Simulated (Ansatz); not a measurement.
Task: Name a neutral molecule of B, C, Sn and H with HOMO energy (B3LYP/def2-TZVPP) between -7.10 and -6.80 eV and size of the dipole moment (B3LYP/def2-TZVPP) between 1.90 and 2.20 D (Ansatz, PBE0-D4/def2-TZVP geometry).

Result: `C[B](C)[SnH3]` (-7.06 eV, 2.10 D). Other molecules can fit too; these were computed, each in one conformer that needn't be the lowest.

B3LYP here is the variant with VWN-RPA as its local correlation; programs differ in this.
